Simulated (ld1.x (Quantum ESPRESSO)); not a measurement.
## antimony (Sb): from the effect back to the setting (TM)

Base potential:

antimony (Sb), norm-conserving Troullier–Martins (Kleinman–Bylander form), made with ld1.x (Quantum ESPRESSO) 7.5 (PBE, scalar-relativistic). Core [Kr] 4d10, reference 5s2 5p3. Waves: 5s (bound): rc 1.80 bohr; 5p (bound): rc 1.70 bohr. Local part: all-electron potential smoothed inside 1.70 bohr (lloc = -2). Core correction: Bessel-smoothed model core, default radius (core density twice the valence density).

Cutoffs, loose and tight: the cutoffs (Ry, on a coarse ladder) from which the occupation-weighted sum of valence levels, in a spherical-Bessel basis at the reference potential, stays within 10 and 1 mRy of its value at 400 Ry. They do not see the model core or the augmentation charge, which bear on the density cutoff. Test errors are all-electron minus pseudo excitation energies from the reference, over the configurations 5s2 5p2; 5s2 5p1; 5s2 5p0; 5s1 5p3; 5s0 5p5; 5s1 5p0; 5s2 5p2.5; variants that change the core or the reference have their own tests.

Only the scale of all radii but the core radius (base = 1) is moved:

```json
{"scale of all radii but the core radius (base = 1)": "0.77", "cutoff, loose": "300 Ry", "cutoff, tight": "over 300 Ry", "bound ghosts": "p, s, d", "largest test error (meV)": "-1056"}
{"scale of all radii but the core radius (base = 1)": "0.9", "cutoff, loose": "100 Ry", "cutoff, tight": "140 Ry", "bound ghosts": "d", "largest test error (meV)": "-264"}
{"scale of all radii but the core radius (base = 1)": "0.94", "cutoff, loose": "55 Ry", "cutoff, tight": "110 Ry", "bound ghosts": "d", "largest test error (meV)": "-418"}
{"scale of all radii but the core radius (base = 1)": "1.1", "cutoff, loose": "30 Ry", "cutoff, tight": "55 Ry", "bound ghosts": "none", "largest test error (meV)": "-467"}
{"scale of all radii but the core radius (base = 1)": "1.26", "cutoff, loose": "21 Ry", "cutoff, tight": "30 Ry", "bound ghosts": "none", "largest test error (meV)": "-469"}
{"scale of all radii but the core radius (base = 1)": "1.37", "cutoff, loose": "18 Ry", "cutoff, tight": "30 Ry", "bound ghosts": "none", "largest test error (meV)": "-489"}
```

Problem. One more run gave cutoff, loose: 25 Ry; cutoff, tight: 35 Ry; bound ghosts: none; largest test error (meV): -466. Which value of the scale of all radii but the core radius (base = 1) was used?

Solution. 1.17. The loose cutoff moves one way along this sweep, from 300 Ry at 0.77 to 18 Ry at 1.37, which places the run between 1.1 and 1.26.
